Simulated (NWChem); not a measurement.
Species: GeH₃, doublet; SMILES [GeH3]

Program: NWChem. Pople sets run with spherical d functions. Spin-unrestricted. In the optimisation the excess spin sits in a (C3, its own frame). Coordinates come from a PBE0/def2-SVP, spin-unrestricted optimisation. No stability test was run on the SCF state. Vertical excitations in the gas phase; the lowest state need not have the same character in each row. Excited states of an open shell can be spin-contaminated.

Task: Order these by “lowest excitation (eV)”, lowest first: PBE/6-31G*, TDA; LRC-wPBEh/6-31G*, TDA; B3LYP/6-31G*, TDA; CAM-B3LYP/6-31G*, TDA.

Result: PBE/6-31G*, TDA (4.69), B3LYP/6-31G*, TDA (4.83), CAM-B3LYP/6-31G*, TDA (4.96), LRC-wPBEh/6-31G*, TDA (5.14)
